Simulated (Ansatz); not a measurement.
A single point on `C#[C][Ti]([F])([C]#C)[C]#C`.

```yaml
crystal:
  periodic: [false, false, false]
  atoms:
    - {symbol: C, position_ang: [-0.697473, 0.292344, 2.942240]}
    - {symbol: C, position_ang: [-0.700297, 0.217701, 1.728965]}
    - {symbol: Ti, position_ang: [-0.697353, 0.093461, -0.275582]}
    - {symbol: F, position_ang: [-2.299283, 0.318622, -0.905601]}
    - {symbol: C, position_ang: [0.548846, 1.496916, -0.990498]}
    - {symbol: C, position_ang: [1.305661, 2.345579, -1.420181]}
    - {symbol: C, position_ang: [0.020307, -1.709617, -0.792990]}
    - {symbol: C, position_ang: [0.457250, -2.800562, -1.103705]}
    - {symbol: H, position_ang: [-0.690594, 0.357166, 4.007580]}
    - {symbol: H, position_ang: [1.973526, 3.088948, -1.795095]}
    - {symbol: H, position_ang: [0.844709, -3.757557, -1.374332]}
basis:
  gaussian: {orbitals: def2-QZVPP}
correlation: {method: mp2}
```

```sh
$ ansatz run in.yaml --threads 4 --pin off --events-out ev --progress --plain --max-ram 11315MiB
```

It prints (some lines left out):

```
Functional definition: HF
3590 factors; integrals over basis functions are off by at most 1.3e-3 eV
mean field evaluation 1: about -32012.9167 eV, gradient 6.7e1 eV
mean field evaluation 2: about -32013.2090 eV, gradient 6.7e1 eV
mean field evaluation 4: about -32022.7842 eV, gradient 1.3e1 eV
mean field evaluation 8: about -32023.2884 eV, gradient 5.6e-1 eV
mean field evaluation 16: about -32023.3006 eV, gradient 2.7e-6 eV
mean field -32023.30060516 eV, -1176.8345910668 hartree, gradient 2.7e-6 eV, S^2 0.000000; 0 other end points of the search recorded, 0 dependent functions left out
12 core orbitals not correlated: weight in the atoms' cores, before any rotation towards them, 1.000 or more for the frozen orbitals, at most 0.000 for the correlated occupied ones
reference -32023.30060516 eV, -1176.8345910668 hartree; 23, 23 occupied and 547, 547 virtual orbitals, 3590 factors
second order -45.67048923 eV of doubles, -0.00000000 eV of singles
Total energy: -32068.97109439 eV, -1178.5129505893 hartree
```

It took 53 s on 4 threads of an Arm Neoverse V1 on a shared host, with 4.5 GiB of host memory at the peak.
